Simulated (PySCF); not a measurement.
PySCF 2.14 output of an unrestricted B3LYP calculation on a single atom or ion in cc-pVDZ (6s5p3d1f, 43 functions), with no relativity, point nucleus:

```
SCF conv_tol = 1e-09
number electrons alpha = 15  beta = 10
    P. J. Stephens, F. J. Devlin, C. F. Chabalowski, and M. J. Frisch.,  J. Phys. Chem. 98, 11623 (1994)
cycle= 1 E= -1151.02490252358  delta_E= -0.00749  |g|= 0.0513  |ddm|= 0.441
cycle= 2 E= -1151.02476259324  delta_E= 0.00014  |g|= 0.0529  |ddm|= 0.417
cycle= 3 E= -1151.02570851916  delta_E= -0.000946  |g|= 0.00298  |ddm|= 0.196
cycle= 4 E= -1151.0257118865  delta_E= -3.37e-06  |g|= 0.000114  |ddm|= 0.0124
cycle= 5 E= -1151.02571189987  delta_E= -1.34e-08  |g|= 7.42e-06  |ddm|= 0.000573
cycle= 6 E= -1151.02571189998  delta_E= -1.03e-10  |g|= 2.98e-07  |ddm|= 0.000104
converged SCF energy = -1151.02571189998  <S^2> = 8.75738  2S+1 = 6.0024595
```

The run itself started from symmetry-adapted Hartree-Fock orbitals and held the occupation by maximum overlap, on a logarithmic radial grid, so the iterations belong to that start.

Q: Which element, charge and spin multiplicity is this?

A: Mn (manganese, neutral), multiplicity 6; the state was [Ar] 3d5 4s2, high-spin 6S determinant.
